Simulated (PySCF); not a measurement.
Compound: C₃H₆SeSi.
SMILES with atom numbers: `[CH:1]#[C:2][SiH2:3][Se:4][CH3:5]` (hydrogens: H6 on C1; H7, H8 on Si3; H9, H10, H11 on C5)

Geometry (PBE0-D3(BJ)/def2-SVP, Å), atoms numbered from 1 in this order:
```
atom  x, y, z in Å
C1     1.188    0.134   -2.303
C2     1.062    0.536   -1.161
Si3    0.840    1.098    0.572
Se4    0.168   -0.634    1.881
C5    -1.406   -1.107    0.816
H6     1.304   -0.213   -3.315
H7    -0.163    2.203    0.563
H8     2.134    1.575    1.133
H9    -1.835   -2.006    1.277
H10   -1.109   -1.330   -0.217
H11   -2.147   -0.298    0.836
```

Method used: PBE0-D3(BJ)/def2-SVP geometry optimisation, gas phase in PySCF 2.14.0.

Masses are those of the commonest isotopes; rigid-rotor values at the optimised geometry. The values belong to one conformer with, in the numbering `[CH:1]#[C:2][SiH2:3][Se:4][CH3:5]`, C2–Si3–Se4–C5 -56°.

What are A, B and C (GHz)?

Ia = 114.07, Ib = 355.22, Ic = 420.61 u·Å²; 505379 MHz·u·Å²/I gives 4431, 1423 and 1202 MHz, that is A = 4.4306, B = 1.4227, C = 1.2015 GHz.

What kind of rotor is it?

An asymmetric top. Ray's parameter κ = (2B − A − C)/(A − C) = -0.863; −1 is the prolate and +1 the oblate limit.

What does the inertial defect say?

Not planar: Δ = Ic − Ia − Ib = -48.67 u·Å². For a rigid frame Δ = −2 Σ m c², so Σ m c² = 24.34 u·Å² lies off the ab plane: 7.69 from hydrogen and 16.64 from heavier atoms. The atom farthest from that plane is 1.91 Å away.

Which types of transition are allowed, and where do some lines up to J = 5 fall?

The dipole components are |μa| = 0.83 D, |μb| = 1.35 D, |μc| = 0.53 D. Intensities carry the squares of the components, which stand as 0.37 : 1.00 : 0.16 (a : b : c). Some lines, for components of 0.1 D or more:

| type | branch | J(Ka,Kc) | MHz | lower level (cm⁻¹) |
| --- | --- | --- | --- | --- |
| b | R | 4(1,3) ← 3(2,2) | 2215 | 0.941 |
| a | Q | 5(1,4) ← 5(1,5) | 3307 | 1.359 |
| b | Q | 3(1,2) ← 3(0,3) | 3833 | 0.523 |
| a | R | 2(0,2) ← 1(0,1) | 5237 | 0.088 |
| a | R | 2(1,1) ← 1(1,0) | 5470 | 0.195 |
| c | Q | 5(2,4) ← 5(1,4) | 7749 | 1.469 |
| a | R | 3(2,2) ← 2(2,1) | 7873 | 0.679 |
| b | R | 4(0,4) ← 3(1,3) | 7875 | 0.607 |
| a | R | 3(2,1) ← 2(2,0) | 7920 | 0.679 |
| c | Q | 3(2,2) ← 3(1,2) | 8699 | 0.651 |
| c | Q | 2(2,1) ← 2(1,1) | 9024 | 0.378 |
| a | R | 4(3,2) ← 3(3,1) | 10519 | 1.462 |
| a | R | 4(3,1) ← 3(3,0) | 10522 | 1.462 |
| c | R | 2(2,1) ← 1(1,1) | 14715 | 0.188 |
| c | R | 4(1,3) ← 3(0,3) | 14748 | 0.523 |
| c | Q | 4(3,2) ← 4(2,2) | 15457 | 1.297 |
| b | R | 3(2,2) ← 2(1,1) | 16896 | 0.378 |
| c | R | 4(2,2) ← 3(1,2) | 19361 | 0.651 |
| c | R | 5(2,3) ← 4(1,3) | 21768 | 1.015 |
| b | R | 5(2,3) ← 4(1,4) | 23977 | 0.942 |
| c | R | 4(3,2) ← 3(2,2) | 26119 | 0.941 |
| c | R | 5(3,2) ← 4(2,2) | 28626 | 1.297 |
| c | R | 4(4,0) ← 3(3,0) | 32328 | 1.462 |
| c | R | 4(4,1) ← 3(3,1) | 32328 | 1.462 |
| c | R | 5(4,2) ← 4(3,2) | 34956 | 1.813 |
| b | R | 5(5,0) ← 4(4,1) | 41189 | 2.540 |

No frequency check. Zero-point vibration and centrifugal distortion are left out. A rigid rotor knows nothing of internal rotation, which can split or shift real lines.
